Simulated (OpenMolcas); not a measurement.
**Ru2+ in a point-charge field**

Ru2+ among 6 point charges of -0.85 e arranged as an octahedron (Oh), 1.85 Å from the ion.

```
Program             : OpenMolcas
Method              : SS-CASPT2, IPEA 0.25 Eh, imaginary shift 0.1 Eh (closed shells correlated: 4s 4p)
Basis               : ANO-RCC-VDZP [6s5p3d1f]
Scalar Hamiltonian  : DKH2, point nucleus
Active space        : 6 electrons in 5 orbitals (4d)
State averaging     : 2S+1 = 5 even, 5 roots; 2S+1 = 3 even, 45 roots; 2S+1 = 1 even, 50 roots
Spin-orbit coupling : RASSI with atomic mean-field integrals over the reference wave functions
```

The lowest spin-free states (labels of O, the rotations of Oh), above the lowest:

| State | Degeneracy | E (cm-1) | Free-ion L (%) |
| --- | --- | --- | --- |
| 5T2 | 3 | 0 | D (100) |
| 5E | 2 | 9220 | D (100) |
| 3T1 | 3 | 10140 | H (52) |
| 1A1 | 1 | 11990 | G (51) |
| 3T2 | 3 | 13000 | H (54) |
| 3T1 | 3 | 16630 | H (68) |
| 1T1 | 3 | 17760 | I (62) |
| 3T2 | 3 | 17890 | G (67) |
| 3T1 | 3 | 18560 | P (47) |
| 3E | 2 | 18710 | H (53) |
| 3T2 | 3 | 21870 | F (66) |
| 1T2 | 3 | 22530 | I (90) |
| 3A2 | 1 | 22920 | F (100) |
| 1E | 2 | 24780 | G (72) |
| 1A1 | 1 | 25040 | I (51) |
| 3T1 | 3 | 25300 | H (50) |
| 1T2 | 3 | 25660 | D (40) |
| 3E | 2 | 25900 | G (50) |
| 3T2 | 3 | 27210 | D (65) |
| 3A1 | 1 | 27580 | G (100) |

The lowest levels with spin-orbit coupling:

```
E (cm-1)  Degeneracy  Label      2S+1
       0           3     T2         5
     380           2      E         5
     470           3     T1         5
     920           1     A1         5
    1150           3     T1         5
    1260           3     T2         5
    9810           1     A1  3 (49 %)
    9940           2      E         5
    9970           3     T2         5
    9990           3     T1         5
   10000           1     A2         5
   10080           1     A1  5 (74 %)
   10440           2      E         3
   10610           3     T2         3
   11480           3     T1         3
   13310           3     T1         3
   13750           2      E         3
   14010           3     T2         3
   14070           1     A2         3
   14660           1     A1  1 (65 %)
```

Powder χT (cm3 K/mol): 3.23 at 2 K, 3.28 at 10 K, 3.51 at 50 K, 3.78 at 100 K, 4.17 at 200 K, 4.32 at 300 K. The effective moment at 300 K is 2.828 √(χT) = 5.88 μB.

The lowest level has 2S+1 = 5, for which the spin-only value is χT = S(S+1) / 2 = 3.000 cm3 K/mol (g = 2). The computed 4.317 at 300 K differs by +1.317, through orbital momentum, spin-orbit coupling and any other state in reach. With a threefold ground state the orbital momentum is unquenched, so the spin-only value is not expected to hold.

Roots that are degenerate in the reference are averaged as groups; the widest CASPT2 spread within a group is 360 cm-1 (the 3-fold group of multiplicity 3 near 10100 cm-1 above the lowest state of its run). Shifts and gaps below about the spread of the groups concerned are not significant. An orbital triplet at a regular site is open to Jahn-Teller coupling, which can distort the site and quench the lowest spin-orbit gaps and is left out. Point charges give a weaker field than real ligands, and real ions of this kind are as a rule low spin; the high spin found here belongs to the model. Free-ion shares, where given, are those of the reference states; single-state CASPT2 does not remix them. This is an electrostatic model: the charges have no orbitals. No measured value stands beside these numbers.
